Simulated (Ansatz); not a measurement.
C2H10OSi2 can be A, `C[Si](C)(O)[SiH3]`, or B, `CC[SiH2]O[SiH3]`.

Computed with Ansatz on PBE0-D4/def2-TZVP structures; ΔE is electronic, products minus reactants. CCSD(T)/CBS is the MP2 limit (def2-TZVPP, def2-QZVPP) plus CCSD(T) − MP2 in def2-TZVPP, frozen cores. DFT in def2-TZVPP. One conformer a species, not always the lowest.

Q: Which is lower in electronic energy at CCSD(T)/CBS, and by how much? (Best estimate.)

A: Ansatz gave: B, by 12.4 kcal/mol.

Q: Give E(B) − E(A) in kcal/mol with HF/def2-TZVPP, B2PLYP, CCSD(T)/def2-TZVPP, CCSD/def2-TZVPP, r2SCAN-D4, ωB97M-V, MP2/def2-TZVPP. (Best estimate.)

A: Ansatz gave: HF/def2-TZVPP -21.0, B2PLYP -13.5, CCSD(T)/def2-TZVPP -12.6, CCSD/def2-TZVPP -13.8, r2SCAN-D4 -9.3, ωB97M-V -12.2, MP2/def2-TZVPP -13.8. None reverses the order clearly.

Largest T1 diagnostic: 0.011.

From PBE to PBE0 (25 % exact exchange), in def2-TZVPP and without D4, E(B) − E(A) moves by −2.4 kcal/mol. In def2-TZVPP, CCSD(T) changes the Hartree–Fock value by +8.4 kcal/mol (the triples alone add +1.2 kcal/mol) and MP2 by +7.2 kcal/mol.
